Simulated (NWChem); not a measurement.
System: C3H3N2, doublet; SMILES [c]1cnc[nH]1

The following NWChem deck was run.

```
start job
memory heap 200 mb stack 900 mb global 1100 mb
geometry units angstroms noautosym nocenter noautoz
  C     -1.185413    -0.021326     0.000000
  C     -0.402384    -1.142072     0.000000
  N      0.907338    -0.733149     0.000000
  C      0.901152     0.577348     0.000000
  N     -0.370137     1.068219     0.000000
  H     -0.691097    -2.190448     0.000000
  H      1.782289     1.219459     0.000000
  H     -0.658868     2.037829     0.000000
end
basis spherical
  * library def2-svp
end
dft
  odft
  mult 2
  xc m06-2x
  iterations 150
end
cosmo
  do_cosmo_smd true
  solvent water
end
task dft energy
```

Output (shortened):

```
             Northwest Computational Chemistry Package (NWChem) 7.3.0
             --------------------------------------------------------

                             Geometry "geometry" -> ""
                             -------------------------

 Output coordinates in angstroms (scale by  1.889725989 to convert to a.u.)

  No.       Tag          Charge          X              Y              Z
 ---- ---------------- ---------- -------------- -------------- --------------
    1 C                    6.0000    -1.18541300    -0.02132600     0.00000000
    2 C                    6.0000    -0.40238400    -1.14207200     0.00000000
    3 N                    7.0000     0.90733800    -0.73314900     0.00000000
    4 C                    6.0000     0.90115200     0.57734800     0.00000000
    5 N                    7.0000    -0.37013700     1.06821900     0.00000000
    6 H                    1.0000    -0.69109700    -2.19044800     0.00000000
    7 H                    1.0000     1.78228900     1.21945900     0.00000000
    8 H                    1.0000    -0.65886800     2.03782900     0.00000000

 Effective nuclear repulsion energy (a.u.)     154.9645636492

                                 NWChem DFT Module
                                 -----------------

 Summary of "ao basis" -> "ao basis" (spherical)
 ------------------------------------------------------------------------------
       Tag                 Description            Shells   Functions and Types
 ---------------- ------------------------------  ------  ---------------------
 C                          def2-svp                 6       14   3s2p1d
 N                          def2-svp                 6       14   3s2p1d
 H                          def2-svp                 3        5   2s1p

 in cosmo_initialize ...
 calling solv_data for solv:h2o

 solvent parameters
 solvname_short: h2o
 solvname_long:  water
 dielec:       78.4000
 dielecinf:     1.7769
 aqueous SMD model solvent descriptors
 dielec:       78.4000
 sola:          0.8200

          ---------------
          -cosmo- solvent
          ---------------
 Cosmo: York-Karplus, doi: 10.1021/jp992097l
 dielectric constant -eps-     =  78.40
 screen = (eps-1)/(eps    )    =   0.98724
 surface charge correction     = lagrangian

   van der Waals surface
 --------------------------

[...]

                                COSMO-SMD solvation results
                                ---------------------------

             internal energy in gas <Psi(g)|H|Psi(g)> =      -225.258878924588
         internal energy in solvent <Psi(s)|H|Psi(s)> =      -225.255520261332
                               delta internal energy  =         0.003358663256 (    2.11 kcal/mol)
   total free energy in solvent <Psi(s)|H+V/2|Psi(s)> =      -225.274154034342
 polarization energy contribution <Psi(s)|V/2|Psi(s)> =        -0.018633773010 (  -11.69 kcal/mol)
    total free energy in solvent including G(SMD-CDS) =      -225.269658521893
                       G(SMD-CDS) energy contribution =         0.004495512449 (    2.82 kcal/mol)
     1 M fixed-concentration free energy of solvation =        -0.010779597305 (   -6.76 kcal/mol)

                    DFT Final Alpha Molecular Orbital Analysis
                    ------------------------------------------

 Vector   16  Occ=1.000000D+00  E=-3.589280D-01
              MO Center=  1.9D-01, -6.7D-02,  4.5D-10, r^2= 2.1D+00
   Bfn.  Coefficient  Atom+Function         Bfn.  Coefficient  Atom+Function
  ----- ------------  ---------------      ----- ------------  ---------------
    34      0.401227  3 N  pz                62     -0.380998  5 N  pz
    65      0.313118  5 N  pz                37     -0.298825  3 N  pz
    20     -0.204175  2 C  pz                23     -0.156090  2 C  pz
     6      0.139009  1 C  pz                 9      0.097816  1 C  pz
    48     -0.096530  4 C  pz                51     -0.072525  4 C  pz

 Vector   17  Occ=1.000000D+00  E=-3.399972D-01
              MO Center=  1.2D-01, -4.9D-01,  4.9D-09, r^2= 2.5D+00
   Bfn.  Coefficient  Atom+Function         Bfn.  Coefficient  Atom+Function
  ----- ------------  ---------------      ----- ------------  ---------------
    32     -0.400018  3 N  px                 4      0.380718  1 C  px
    35      0.298491  3 N  px                 7      0.231347  1 C  px
    33      0.215158  3 N  py                18     -0.201599  2 C  px
    31      0.172557  3 N  s                 36     -0.168303  3 N  py
    59      0.165403  5 N  s                  3     -0.147911  1 C  s

 Vector   18  Occ=1.000000D+00  E=-3.021533D-01
              MO Center= -3.0D-01, -1.5D-01, -5.3D-10, r^2= 2.3D+00
   Bfn.  Coefficient  Atom+Function         Bfn.  Coefficient  Atom+Function
  ----- ------------  ---------------      ----- ------------  ---------------
     6      0.386454  1 C  pz                48     -0.335754  4 C  pz
    20      0.328646  2 C  pz                 9      0.272609  1 C  pz
    51     -0.258687  4 C  pz                23      0.238856  2 C  pz
    62      0.143137  5 N  pz                65     -0.124802  5 N  pz
    34      0.104733  3 N  pz                37     -0.080153  3 N  pz

 Vector   19  Occ=0.000000D+00  E= 6.179881D-02
              MO Center= -6.4D-02,  2.8D-01,  1.7D-09, r^2= 2.7D+00
   Bfn.  Coefficient  Atom+Function         Bfn.  Coefficient  Atom+Function
  ----- ------------  ---------------      ----- ------------  ---------------
    51      0.534836  4 C  pz                 9      0.516666  1 C  pz
    65     -0.517846  5 N  pz                48      0.374345  4 C  pz
    62      0.361195  5 N  pz                 6      0.358790  1 C  pz
    23     -0.314138  2 C  pz                37     -0.224885  3 N  pz
    20     -0.182141  2 C  pz                34      0.165247  3 N  pz

[...]
```

Level: M06-2X/def2-SVP, spin-unrestricted, SMD on the gas-phase geometry. In the optimisation the excess spin sits in a' (Cs, its own frame). Structure relaxed at the PBE0/def2-SVP, spin-unrestricted level. No stability test was run on the SCF state. Solvent: water.
